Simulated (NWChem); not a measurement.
Molecule: SiN3H6F; SMILES N[Si](N)(N)F

```xyz
11

N     -0.8144     1.3763    -0.6785
Si    -0.0305     0.0055     0.0400
N     -1.3033    -1.0225     0.5592
N      1.0878    -1.0342    -0.7836
F      0.9224     0.7089     1.1855
H     -0.2826     2.2444    -0.7716
H     -1.4231     1.2377    -1.4876
H     -1.0936    -1.9545     0.9192
H     -2.1444    -0.6226     0.9773
H      0.7741    -1.5567    -1.6040
H      2.0491    -0.7092    -0.9090
```
Atoms are numbered in this order, from 1.

All runs: NWChem. Pople sets run with spherical d functions. Coordinates come from a PBE-D3(BJ)/def2-SVP optimisation. Core excitations by TDA in a window of 1s orbitals, non-relativistic and unshifted: absolute energies depend strongly on the exact-exchange share.

Problem. Predict the results for Si K edge, PBE/6-311G**. Quantities: first 1s excitation (eV); dipole oscillator strength of the first; first state with f > 0.002 (eV); dipole oscillator strength of that state.

Solution. The first 1s excitation (eV) comes out as 1780.3. The dipole oscillator strength of the first is 0.0000. The first state with f > 0.002 (eV) comes out as 1782.3 and the dipole oscillator strength of that state is 0.0024.
